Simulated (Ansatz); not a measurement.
```yaml
crystal:
  periodic: [false, false, false]
  atoms:
    - {symbol: O, position_ang: [3.159463, -0.404766, -0.967493]}
    - {symbol: C, position_ang: [2.139084, -0.307864, -0.433677]}
    - {symbol: O, position_ang: [1.019319, -0.027345, -0.979109]}
    - {symbol: B, position_ang: [0.000094, 0.000597, 0.000180]}
    - {symbol: O, position_ang: [0.643256, -0.299575, 1.222831]}
    - {symbol: C, position_ang: [1.890147, -0.488291, 1.023579]}
    - {symbol: O, position_ang: [2.682759, -0.750698, 1.822598]}
    - {symbol: O, position_ang: [-1.022641, -0.931482, -0.289720]}
    - {symbol: C, position_ang: [-2.141396, -0.327480, -0.406194]}
    - {symbol: O, position_ang: [-3.163949, -0.812053, -0.640940]}
    - {symbol: C, position_ang: [-1.887896, 1.123179, -0.183858]}
    - {symbol: O, position_ang: [-2.678594, 1.965408, -0.214849]}
    - {symbol: O, position_ang: [-0.639635, 1.260379, 0.046643]}
basis:
  gaussian: {orbitals: def2-TZVPP, final_grid: {core_spheres: 20, valence_spheres: 16, degree: 47}}
total_charge: -1
magnetization: {spin_polarized: true, initial_magnetization: 2}
hamiltonian: {xc: {name: B3LYP}, dispersion: d3bjatm}
scf: {omitted_lower_state_checks: [starts]}
output: {forces: true}
```

```sh
$ ansatz run in.yaml --threads 4 --pin off --events-out ev --progress --plain --max-ram 6963MiB
```

Shortened log:

```
Functional definition: B3LYP
2097 factors; their error is unknown
mean field evaluation 1: about -21197.7189 eV, gradient 6.5e1 eV
mean field evaluation 2: about -21123.6372 eV, gradient 1.3e2 eV
mean field evaluation 4: about -21203.5044 eV, gradient 3.3e1 eV
mean field evaluation 8: about -21210.8192 eV, gradient 8.1e0 eV
mean field evaluation 16: about -21211.8825 eV, gradient 1.3e0 eV
mean field -21211.95599349 eV, -779.5250047806 hartree, gradient 2.5e-5 eV, S^2 2.006348; 0 other end points of the search recorded, 0 dependent functions left out
reference -21211.95628479 eV, -779.5250154855 hartree; 48, 46 occupied and 355, 357 virtual orbitals, 2097 factors
Total energy: -21212.60836732 eV, -779.5489790765 hartree
Atom 0 at     3.159463    -0.404766    -0.967493 Å, force     6.871276    -0.666552    -3.506066 eV/Å
Atom 1 at     2.139084    -0.307864    -0.433677 Å, force    -2.603060    -0.102648     3.634261 eV/Å
Atom 2 at     1.019319    -0.027345    -0.979109 Å, force    -2.132316     0.783037    -2.649334 eV/Å
Atom 3 at     0.000094     0.000597     0.000180 Å, force     0.301167    -0.060420     0.044453 eV/Å
Atom 4 at     0.643256    -0.299575     1.222831 Å, force    -2.911643     0.219630     1.911589 eV/Å
Atom 5 at     1.890147    -0.488291     1.023579 Å, force    -1.264289     0.868998    -4.200106 eV/Å
Atom 6 at     2.682759    -0.750698     1.822598 Å, force     5.367167    -1.758876     5.296425 eV/Å
Atom 7 at    -1.022641    -0.931482    -0.289720 Å, force     0.836931    -2.637648    -0.182086 eV/Å
Atom 8 at    -2.141396    -0.327480    -0.406194 Å, force     1.208102     1.169476     0.348001 eV/Å
Atom 9 at    -3.163949    -0.812053    -0.640940 Å, force    -4.534507    -2.039905    -1.026287 eV/Å
Atom 10 at    -1.887896     1.123179    -0.183858 Å, force     0.732804    -1.551875    -0.063346 eV/Å
Atom 11 at    -2.678594     1.965408    -0.214849 Å, force    -3.542974     3.632946    -0.157588 eV/Å
Atom 12 at    -0.639635     1.260379     0.046643 Å, force     1.671343     2.143836     0.550084 eV/Å
Dipole moment:     0.164958    -0.032173     0.024260 e Å
Checks for a lower state left out: starts
```

Run time 49 s (4 threads of Arm Neoverse V2 on a shared host), peak host memory 1.6 GiB.

B3LYP takes the VWN-RPA correlation. The highest occupied level of an anion often lies above zero with these methods, and sets without diffuse functions describe the outer electron poorly.

The dipole of an ion depends on the origin.
